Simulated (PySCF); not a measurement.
Atoms are numbered as in `[CH3:1]/[C:2](=[CH:3]\[CH:4]([F:5])[F:6])[CH2:7][F:8]`; H(Xn) means a hydrogen on atom n.

Geometry: PBE0-D3(BJ)/def2-SVP; GIAO shifts from PySCF, gas phase, non-relativistic, averaged over equivalent atoms.

At PBE0/pcSseg-1 (171 basis functions, 85 s wall time (70 s CPU) on 1 thread of an Intel Xeon, shared host):
```tsv
atoms	δ (ppm)
C2	155.2
C3	123.0
C4	114.5
C7	85.9
C1	15.7
F5/F6	-120.0
F8	-247.1
H(C4)	6.17
H(C3)	6.06
H(C7)	4.76
H(C1)	1.92
```

Scale: ¹³C (σref 184.41), ¹H (σref 31.27) against TMS; ¹⁹F (σref 177.25) vs CFCl3 (reference shieldings calculated alike).

**Question.** What do these become at B97-2/pcSseg-1?

**Answer.** 
| atoms | δ at B97-2/pcSseg-1 | change |
| --- | --- | --- |
| C2 | 151.9 | -3.3 |
| C3 | 120.4 | -2.6 |
| C4 | 113.4 | -1.1 |
| C7 | 84.9 | -1.0 |
| C1 | 15.9 | +0.2 |
| F5/F6 | -119.9 | +0.1 |
| F8 | -243.9 | +3.2 |
| H(C4) | 6.16 | -0.01 |
| H(C3) | 6.02 | -0.04 |
| H(C7) | 4.76 | +0.00 |
| H(C1) | 1.93 | +0.01 |

Referencing at the same level of theory: TMS for ¹³C (σref 183.69), ¹H (σref 31.38); ¹⁹F (σref 178.12) vs CFCl3.

The largest change is at C2 (fully substituted alkene carbon). Cost: 171 basis functions, 58 s wall time on 1 thread of an Intel Xeon, shared host. The order of the carbon signals is the same at both levels.

Unscaled 19F shifts against computed CFCl3 carry errors that often reach 10 to 50 ppm.
